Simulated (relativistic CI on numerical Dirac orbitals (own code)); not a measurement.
Yb²²⁺: sensitivity of the levels to the model

Base calculation: Dirac-Coulomb-Breit CI, KLI orbitals optimised for each configuration, QED by a radiative potential, unscaled Slater integrals.

Configurations in the expansion (outside the closed core [Ar] 3d10): 4s²4p⁶4d¹⁰4f², 4s²4p⁶4d¹⁰4f5s, 4s²4p⁶4d¹⁰5s², 4s²4p⁶4d⁹4f³, 4s²4p⁶4d¹⁰4f5p, 4s²4p⁶4d¹⁰5s5p, 4s²4p⁶4d¹⁰4f5d, 4s²4p⁵4d¹⁰4f³, 4s²4p⁶4d¹⁰5p5d, 4s²4p⁶4d⁹4f²5s, 4s²4p⁶4d¹⁰4f5f, 4s²4p⁶4d¹⁰4f6s, 4s4p⁶4d¹⁰4f³, 4s²4p⁶4d⁹4f²5p, 4s²4p⁶4d¹⁰4f6p, 4s²4p⁶4d¹⁰4f5g, 4s²4p⁶4d¹⁰4f6d, 4s²4p⁶4d¹⁰4f7s, 4s²4p⁶4d¹⁰4f6g, 4s4p⁶4d¹⁰4f5s², 4s4p⁶4d¹⁰4f5p², 4s²4p⁶4d¹⁰5p², 4s²4p⁶4d⁹5s5p², 4s²4p⁶4d¹⁰5s5d, 4s²4p⁶4d⁹5s²5d, 4s²4p⁶4d¹⁰5d², 4s²4p⁶4d⁹5s5d². Double excitations out of closed p, d and f shells are left out; levels of such configurations are missing from the list, as are those of other unlisted configurations, and high levels can miss mixing partners.

The lowest level and the first level of each name with at least 55 % of one term (blank where a level has no safe partner in the second run):

```
              Level  Base (cm⁻¹)  Shift (cm⁻¹)
  4s²4p⁶4d¹⁰4f² ³H4            0             0
  4s²4p⁶4d¹⁰4f² ³H5        16006           +12
  4s²4p⁶4d¹⁰4f² ³F2        16122         +1108
  4s²4p⁶4d¹⁰4f² ³F3        27787          +951
  4s²4p⁶4d¹⁰4f² ³H6        30508           +59
  4s²4p⁶4d¹⁰4f² ¹D2        57947         +2822
  4s²4p⁶4d¹⁰4f² ³P0        64796         +3283
  4s²4p⁶4d¹⁰4f² ¹I6        71107         +1690
  4s²4p⁶4d¹⁰4f² ³P1        71277         +3313
  4s²4p⁶4d¹⁰4f² ³P2        82425         +3158
  4s²4p⁶4d¹⁰4f² ¹S0       153269         +1903
4s²4p⁶4d¹⁰4f5s ³F°2       610820              
4s²4p⁶4d¹⁰4f5s ³F°3       613654              
4s²4p⁶4d¹⁰4f5s ³F°4       629738
```

At this charge transitions that keep the count of f electrons are usually good to a few per cent. Terms inside the open d or f shell come out 10 to 20 % too wide with unscaled integrals. Levels that differ in their count of f electrons can be misplaced by several ten thousand cm⁻¹, since the correlation energy of f electrons is missing or only estimated; rates across such gaps can be off by orders of magnitude.

Task: One thing was changed in a second run, which moved the levels as shown. Which?
A. valence Slater integrals scaled by 0.9
B. only the first 3 configurations
C. Breit term removed
D. only the first configuration
E. QED terms removed

Result: D. Only the first configuration. With fewer configurations the levels that remain lose their mixing partners.

LS names give the leading component of a level, which can be under half, so a name can repeat, a term be missing and a line seem to break the LS rules.
